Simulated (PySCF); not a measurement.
Input of a run (PBE0-D3(BJ)/def2-SVP geometry optimisation, gas phase (PySCF 2.14.0)), started from GFN2-xTB:
```
{"job": {"xc": "PBE0", "basis": "def2-SVP", "d3": "d3bj", "grid": 1, "kind": "geom"}, "charge": 0, "multiplicity": 1}
C      3.256608    -0.261272    -0.606183
C      1.777041    -0.240927    -0.437284
N      1.261646     0.296653     0.647044
N     -0.054115     0.228075     0.630682
C     -0.815080     0.714381     1.637838
C     -2.170420     0.622751     1.581482
C     -2.787224     0.017311     0.466143
C     -2.014753    -0.471798    -0.548412
C     -0.616265    -0.373069    -0.481614
P      0.622999    -0.894714    -1.599799
H      3.727375     0.208100     0.253685
H      3.541693     0.273398    -1.511420
H      3.612829    -1.286568    -0.698374
H     -0.268730     1.161687     2.452984
H     -2.768129     1.012592     2.388846
H     -3.862541    -0.053370     0.424654
H     -2.449933    -0.941200    -1.416903
```

Output (energies in Eh, forces in Eh/bohr):
```
step   0  E = -720.86861067  max force = 0.014841
step   1  E = -720.87043085  max force = 0.002075
step   2  E = -720.87044467  max force = 0.001431
step   3  E = -720.87044543  max force = 0.001231
step   4  E = -720.87045366  max force = 0.000309
optimisation converged
```

Question: Summarise the run.

Answer: The energy falls by 0.050 eV over 5 energy and gradient evaluations, the largest force component goes from 0.0148 to 3.1e-04 Eh/bohr, and the atoms move by 0.027 Å rms after alignment. The bond that changes most is N3–N4 (pyridine-type nitrogen to pyrrole-type nitrogen), which lengthens by 0.016 Å. Bonds longer at the end by more than 0.005 Å: 15 of 18; shorter: 0. The energy never rose by more than 1e-6 Eh on the way. The first step brought 99 % of the lowering.

Question: What are the final bond lengths?

Answer: C1–C2 1.495 Å, C2–N3 1.321 Å, N3–N4 1.334 Å, N4–C5 1.366 Å, C5–C6 1.364 Å, C6–C7 1.420 Å, C7–C8 1.372 Å, C8–C9 1.416 Å, C9–P10 1.754 Å, C2–P10 1.776 Å, N4–C9 1.387 Å, C1–H11 1.098 Å, C1–H12 1.101 Å, C1–H13 1.101 Å, C5–H14 1.090 Å, C6–H15 1.090 Å, C7–H16 1.092 Å, C8–H17 1.091 Å. Numbering counts from 1 in the input's order; the species is 2-methyl-[1,2,4]diazaphospholo[1,5-a]pyridine (`Cc1nn2ccccc2p1`).

The run used 179 basis functions and 35 SCF cycles in all.

Whether it is a minimum is left open (no frequencies).
